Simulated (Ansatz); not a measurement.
Geometry optimisation, RHF/def2-SVP (Ansatz).

Input:

```yaml
crystal:
  periodic: [false, false, false]
  atoms:
    - { symbol: Ti, position_ang: [0.0, 0.0, 0.0] }
    - { symbol: Cl, position_ang: [0.0, 0.0, 2.72] }
    - { symbol: O, position_ang: [1.8106, 0.0, -0.6394] }
    - { symbol: H, position_ang: [2.1269, -0.9521, -0.756] }
    - { symbol: O, position_ang: [-0.9043, 1.5667, -0.6394] }
    - { symbol: H, position_ang: [-1.8621, 1.336, -0.8617] }
    - { symbol: O, position_ang: [-0.9043, -1.5667, -0.6394] }
    - { symbol: H, position_ang: [-1.359, -2.0324, 0.133] }
    - { symbol: P, position_ang: [1.4265, 2.1513, 0.8577] }
    - { symbol: H, position_ang: [2.5188, 1.7101, 1.6506] }
    - { symbol: H, position_ang: [1.9168, 2.8723, -0.2631] }
    - { symbol: H, position_ang: [0.8434, 1.2718, 2.1738] }
basis:
  gaussian: { orbitals: def2-SVP }
hamiltonian:
  xc: hf
relax:
  f_tol: 0.15
  max_steps: 25
  restrain:
    - { distance: [0, 8], at: 3.62, k: 30.0 }
    - { distance: [11, 1], at: 2.57, k: 30.0 }
    - { distance: [0, 1], at: 2.37, k: 30.0 }
    - { distance: [11, 8], at: 1.42, k: 30.0 }
```

Command:

```bash
$ ansatz run input.yaml --threads 4 --pin off --max-ram 5120MiB --backend cpu --events-out ev --progress --plain --runs-dir out
```

Problem. Where does it end, and by what steps?

Solution. The run converged. The restraints hold the end off the free minimum; the threshold counts their pulls, which the force column leaves out. Restrained pairs: Ti1–P9 (2.72 → 3.63 Å), Cl2–H12 (1.62 → 2.58 Å), Ti1–Cl2 (2.72 → 2.34 Å), P9–H12 (1.69 → 1.42 Å). After 10 steps the energy has fallen by 6.356 eV (the restraints' own energy left out); P9 moved furthest, 0.83 Å.

```tsv
step	energy less start (eV)	largest force component (eV/Å)	accepted
0	0.0000	4.636	yes
1	-0.3432	4.012	yes
2	-1.8510	4.588	yes
3	-3.6528	4.212	yes
4	-5.4785	1.535	yes
5	-6.1341	1.320	yes
6	-6.2865	1.091	yes
7	-6.3097	0.808	yes
8	-6.3085	1.223	no
9	-6.3329	0.831	yes
10	-6.3561	0.850	yes
```

```xyz
12
Properties=species:S:1:pos:R:3
Ti -0.077 -0.151 0.166
Cl -0.305 -0.413 2.482
O 1.584 -0.299 -0.390
H 2.106 -0.930 -0.863
O -0.848 1.310 -0.443
H -1.636 1.533 -0.916
O -0.961 -1.513 -0.475
H -1.446 -2.276 -0.192
P 1.761 2.774 1.298
H 2.946 2.016 1.405
H 1.590 2.563 -0.081
H 0.899 1.744 1.745
```

Time of the run: 29 s on 4 threads of Arm Neoverse V1 (shared host), peak memory 0.43 GiB.
